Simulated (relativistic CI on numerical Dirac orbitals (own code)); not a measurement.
# Hg4+: 5d valence photoemission

Computed with this model: Dirac-Coulomb-Breit CI, separate exchange-only KLI orbitals for each configuration, a model potential for QED, valence Slater integrals scaled by 0.8, multiplet model of photoemission in the sudden approximation; configurations [Xe] 4f14 5d8 → [Xe] 4f14 5d7; 300 K; Lorentzian 0.42 eV and Gaussian 0.5 eV FWHM. Energies are those of the free ion, without screening or charge transfer. The energies are binding energies and can lie tens of eV above those of solids. S is read from ⟨S²⟩ = S(S + 1).

Field parameters in Wybourne normalisation: Oh B⁴₀ = 21Dq, B⁴₄ = √(5/14) B⁴₀. The field is a parameter set, without covalency.

Computed curve for free ion, scaled to 100 at the maximum (points under 2 are left out and the grid is thinned):

```tsv
Energy (eV)	Intensity
59.6	2.1
59.8	2.5
59.9	2.7
60.1	3.3
60.2	3.7
60.4	4.8
60.5	5.5
60.7	7.6
60.8	9.3
61.0	15.0
61.2	28.0
61.3	39.2
61.5	71.7
61.6	88.1
61.8	100.0
61.9	91.6
62.1	59.8
62.3	33.9
62.4	26.8
62.6	21.7
62.7	22.7
62.9	31.6
63.0	39.8
63.2	60.7
63.3	70.1
63.5	75.8
63.7	60.7
63.8	50.5
64.0	37.6
64.1	37.4
64.3	50.3
64.4	61.2
64.6	78.3
64.7	79.0
64.9	66.4
65.1	56.6
65.2	58.0
65.4	66.2
65.5	67.0
65.7	55.1
65.8	45.0
66.0	26.9
66.1	20.8
66.3	14.5
66.5	12.5
66.6	11.9
66.8	10.0
66.9	8.8
67.1	6.4
67.2	5.4
67.4	4.1
67.6	3.4
67.7	3.2
67.9	3.2
68.0	3.3
68.2	3.2
68.3	2.9
68.5	2.2
70.6	2.2
70.8	2.0
```

The ground state has S = 0.96, and the centroid lies at 63.71 eV.
